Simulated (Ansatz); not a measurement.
`FCC[SiH2]Cl` and `Cl[SiH2][CH2][GaH2]` differ in one atom or group.

Ansatz, PBE0-D4/def2-TZVP geometries, multiplicity 1. Each molecule was computed in one conformer, which needn't be the lowest.

Scalar relativity is left out up to krypton.

```json
{"property": "HOMO energy (PBE0/def2-TZVPP) / eV", "`FCC[SiH2]Cl`": "-8.71"}
{"property": "LUMO energy (ωB97M-V/def2-TZVPP) / eV", "`FCC[SiH2]Cl`": "2.02"}
{"property": "HOMO energy (ωB97M-V/def2-TZVPP) / eV", "`FCC[SiH2]Cl`": "-10.94"}
{"property": "HOMO–LUMO gap (PBE0/def2-TZVPP) / eV", "`FCC[SiH2]Cl`": "8.98"}
{"property": "size of the dipole moment (ωB97M-V/def2-TZVPP) / D", "`FCC[SiH2]Cl`": "2.35"}
{"property": "HOMO–LUMO gap (ωB97M-V/def2-TZVPP) / eV", "`FCC[SiH2]Cl`": "12.97"}
```

Question: What does the change do to each property? (Estimate.)

Answer: The calculation gave: 
```
                                          property  `Cl[SiH2][CH2][GaH2]`  shift
                HOMO energy (PBE0/def2-TZVPP) / eV                  -7.93   0.78
             LUMO energy (ωB97M-V/def2-TZVPP) / eV                   0.81  -1.21
             HOMO energy (ωB97M-V/def2-TZVPP) / eV                 -10.09   0.85
              HOMO–LUMO gap (PBE0/def2-TZVPP) / eV                   7.06  -1.92
size of the dipole moment (ωB97M-V/def2-TZVPP) / D                   1.98  -0.37
           HOMO–LUMO gap (ωB97M-V/def2-TZVPP) / eV                  10.89  -2.08
```

With PBE0 the HOMO rises by 0.78 eV and the LUMO falls by 1.14 eV, so the gap narrows by about 1.92 eV. PBE moves the HOMO by 0.61 eV and ωB97M-V by 0.85 eV. Dipoles are sizes alone; their direction can turn.
